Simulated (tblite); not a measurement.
C6H8BNO.
Bonds: C1–C2, C2–N3 (triple), N3–B4, B4–C5, C5–C6 (double), C6–C7, C7–O8 (double), C7–C9, C5–C9. Hydrogens: H10, H11, H12 on C1; H13, H14 on B4; H15 on C6; H16, H17 on C9.
Bond orders are those of one Lewis drawing.

Computed with GFN2-xTB (tblite), gas phase: L-BFGS steps from a force-field or distance-geometry start until the largest atomic force falls under 0.01 eV/Å.

Step 90: E = -681.9370 eV
```
atom  x, y, z in Å  |  force x, y, z in eV/Å
C1      3.2773    0.5738    0.4819    0.008  -0.033   0.010
C2      2.1090   -0.2426    0.3891   -0.034   0.001  -0.012
N3      1.1700   -0.9000    0.3162    0.029  -0.010  -0.010
B4     -0.1528   -1.5325    0.1493    0.010   0.017   0.001
C5     -1.1380   -0.3164   -0.1002   -0.021   0.005   0.016
C6     -1.0823    1.0262    0.0709   -0.022  -0.001   0.021
C7     -2.4160    1.2384   -0.4715    0.012  -0.013  -0.065
O8     -3.1091    2.1771   -0.7647   -0.028   0.004   0.033
C9     -2.5623   -0.2914   -0.6362   -0.037   0.007   0.036
H10     3.7775    0.3889    1.4324    0.028   0.023   0.009
H11     2.9934    1.6259    0.4222    0.006  -0.043  -0.002
H12     3.9593    0.3383   -0.3359   -0.006   0.013   0.009
H13    -0.0847   -2.2703   -0.7792    0.039  -0.015   0.006
H14    -0.4149   -2.0866    1.1687    0.022  -0.039  -0.007
H15    -0.3262    1.6901    0.4554   -0.023   0.041  -0.036
H16    -2.7038   -0.6457   -1.6569    0.022   0.007  -0.003
H17    -3.3032   -0.7614    0.0100   -0.005   0.036  -0.007
```

Step 91: E = -681.9377 eV
```
atom  x, y, z in Å  |  force x, y, z in eV/Å
C1      3.2817    0.5703    0.4854    0.001  -0.008   0.006
C2      2.1090   -0.2387    0.3890   -0.001  -0.001   0.008
N3      1.1707   -0.8968    0.3169    0.008  -0.013  -0.025
B4     -0.1515   -1.5275    0.1458   -0.005  -0.015   0.013
C5     -1.1383   -0.3139   -0.1028    0.004  -0.008  -0.002
C6     -1.0843    1.0290    0.0628   -0.026   0.016   0.035
C7     -2.4224    1.2353   -0.4707    0.012   0.019  -0.067
O8     -3.1212    2.1716   -0.7582   -0.035   0.009   0.031
C9     -2.5640   -0.2941   -0.6335   -0.024   0.017   0.011
H10     3.7802    0.3838    1.4362    0.024   0.011   0.018
H11     3.0041    1.6242    0.4260    0.007  -0.044  -0.007
H12     3.9632    0.3309   -0.3312    0.003   0.015   0.000
H13    -0.0832   -2.2665   -0.7826    0.042  -0.004   0.018
H14    -0.4171   -2.0803    1.1655    0.028  -0.046  -0.012
H15    -0.3286    1.6959    0.4422   -0.016   0.045  -0.034
H16    -2.7058   -0.6457   -1.6554    0.011  -0.007   0.015
H17    -3.2995   -0.7655    0.0161   -0.034   0.015  -0.006
```

Step 92: E = -681.9383 eV
```
atom  x, y, z in Å  |  force x, y, z in eV/Å
C1      3.2848    0.5682    0.4931    0.002  -0.010   0.005
C2      2.1095   -0.2364    0.3863    0.024  -0.013   0.027
N3      1.1729   -0.8967    0.3106    0.014   0.006  -0.030
B4     -0.1494   -1.5244    0.1374   -0.020  -0.041   0.021
C5     -1.1373   -0.3120   -0.1083   -0.005  -0.013  -0.021
C6     -1.0819    1.0318    0.0489   -0.039   0.025   0.028
C7     -2.4266    1.2331   -0.4716    0.015   0.038  -0.041
O8     -3.1306    2.1672   -0.7527   -0.036   0.013   0.024
C9     -2.5692   -0.2969   -0.6253    0.013   0.024  -0.009
H10     3.7782    0.3797    1.4468    0.008   0.000   0.003
H11     3.0107    1.6226    0.4354    0.003  -0.026  -0.011
H12     3.9707    0.3300   -0.3204   -0.001   0.013   0.004
H13    -0.0832   -2.2646   -0.7907    0.044   0.005   0.025
H14    -0.4171   -2.0766    1.1573    0.035  -0.050  -0.015
H15    -0.3228    1.7025    0.4166   -0.035   0.025  -0.044
H16    -2.7186   -0.6501   -1.6471    0.005  -0.010   0.069
H17    -3.2972   -0.7655    0.0353   -0.027   0.016  -0.035
```

Step 93: E = -681.9392 eV
```
atom  x, y, z in Å  |  force x, y, z in eV/Å
C1      3.2900    0.5627    0.4951    0.001   0.023  -0.003
C2      2.1102   -0.2344    0.3895    0.054  -0.025   0.047
N3      1.1737   -0.8946    0.3148   -0.012   0.004  -0.033
B4     -0.1485   -1.5191    0.1374   -0.033  -0.056   0.023
C5     -1.1375   -0.3079   -0.1088    0.012  -0.017  -0.021
C6     -1.0873    1.0362    0.0454   -0.024   0.037   0.013
C7     -2.4333    1.2311   -0.4728   -0.013   0.061   0.001
O8     -3.1456    2.1619   -0.7450   -0.026   0.008   0.012
C9     -2.5692   -0.2986   -0.6249    0.034   0.025  -0.054
H10     3.7865    0.3766    1.4471   -0.002  -0.017   0.015
H11     3.0202    1.6178    0.4354    0.004  -0.008  -0.012
H12     3.9720    0.3204   -0.3195    0.016   0.007  -0.013
H13    -0.0792   -2.2586   -0.7916    0.039   0.010   0.025
H14    -0.4206   -2.0739    1.1547    0.039  -0.050  -0.012
H15    -0.3313    1.7125    0.4082   -0.019   0.027  -0.034
H16    -2.7134   -0.6492   -1.6482   -0.011  -0.028   0.071
H17    -3.2937   -0.7711    0.0348   -0.058   0.000  -0.026
```

**Question.** Estimate the geometry and energy of step 94. (The exact step hangs on the optimiser's Hessian estimate; all steps are aligned on step 93, rigid shifts and turns removed.)

**Answer.** E = -681.9404 eV, largest force 0.102 eV/Å
```
atom  x, y, z in Å  |  force x, y, z in eV/Å
C1      3.2955    0.5579    0.5028    0.005   0.025  -0.006
C2      2.1120   -0.2329    0.3920    0.067  -0.046   0.062
N3      1.1756   -0.8927    0.3118   -0.013   0.015  -0.022
B4     -0.1470   -1.5147    0.1315   -0.029  -0.048   0.018
C5     -1.1358   -0.3034   -0.1148   -0.010   0.002  -0.011
C6     -1.0886    1.0421    0.0329   -0.027   0.030  -0.024
C7     -2.4402    1.2300   -0.4745   -0.034   0.061   0.048
O8     -3.1628    2.1564   -0.7351   -0.005  -0.001   0.003
C9     -2.5727   -0.3008   -0.6187    0.057   0.021  -0.068
H10     3.7915    0.3720    1.4556   -0.022  -0.028   0.005
H11     3.0297    1.6132    0.4419    0.003   0.019  -0.010
H12     3.9777    0.3138   -0.3109    0.023   0.002  -0.017
H13    -0.0751   -2.2527   -0.7981    0.032   0.007   0.017
H14    -0.4224   -2.0722    1.1461    0.042  -0.049  -0.004
H15    -0.3319    1.7256    0.3817   -0.026   0.005  -0.032
H16    -2.7221   -0.6547   -1.6404   -0.015  -0.030   0.080
H17    -3.2905   -0.7751    0.0477   -0.048   0.013  -0.037
```

The energy changes by -0.0013 eV. The first-order estimate −F·Δx gives -0.0016 eV and the mean of the old and new forces, exact on a quadratic surface, -0.0012 eV. The step makes an angle of 82° with the force vector and moves no atom by more than 0.030 Å.

The cost below is that of the whole relaxation. Hardware: Arm Neoverse N1, one thread, no GPU, shared host with 64 logical CPUs at a one-minute load of 50. Cost: 1.3 s wall.
